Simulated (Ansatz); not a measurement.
`[CH3][AlH][CH2][GeH3]` + `[OH][AlH][CH2]F` → `C[O][AlH][CH2]F` + `[AlH2][CH2][GeH3]`  (substitution at a C–Al bond)

Calculated with Ansatz (gas phase, PBE0-D4/def2-TZVP geometries, no zero-point term in ΔE). CCSD(T)/CBS is the MP2 limit (def2-TZVPP, def2-QZVPP) plus CCSD(T) − MP2 in def2-TZVPP, frozen cores. Functionals use def2-TZVPP. B3LYP here is the variant with VWN-RPA as its local correlation; programs differ in this. For Ge outer-core shells are correlated without core-valence functions, which leaves a few kJ/mol of doubt a bond. Scalar relativity is left out up to krypton. Each species was taken in one conformer, which may not be the lowest.

| level | ΔE (kJ/mol) | difference from CCSD(T)/CBS |
| --- | --- | --- |
| B3LYP-D4 | 97.1 | -9.9 |
| ωB97X-V | 96.9 | -10.1 |
| ωB97M-V | 104.0 | -3.0 |
| B2PLYP | 101.2 | -5.8 |
| PBE | 103.1 | -3.9 |
| r2SCAN | 106.0 | -1.0 |
| HF/def2-TZVPP | 85.3 | -21.7 |
| MP2/def2-TZVPP | 110.5 | 3.5 |
| SCS-MP2/def2-TZVPP | 101.3 | -5.7 |
| CCSD/def2-TZVPP | 101.3 | -5.7 |
| CCSD(T)/def2-TZVPP | 102.9 | -4.1 |
| HF/def2-QZVPP | 85.1 | -21.9 |
| MP2/def2-QZVPP | 112.8 | 5.8 |
| SCS-MP2/def2-QZVPP | 103.9 | -3.1 |
| MP2/CBS(def2) | 114.6 | 7.6 |
| CCSD/CBS(def2) | 105.4 | -1.6 |
| CCSD(T)/CBS | 107.0 | 0 |

Largest T1 diagnostic among the species: 0.012.

In def2-TZVPP, CCSD(T) changes the Hartree–Fock value by +17.6 kJ/mol (the triples alone add +1.6 kJ/mol) and MP2 by +25.2 kJ/mol.
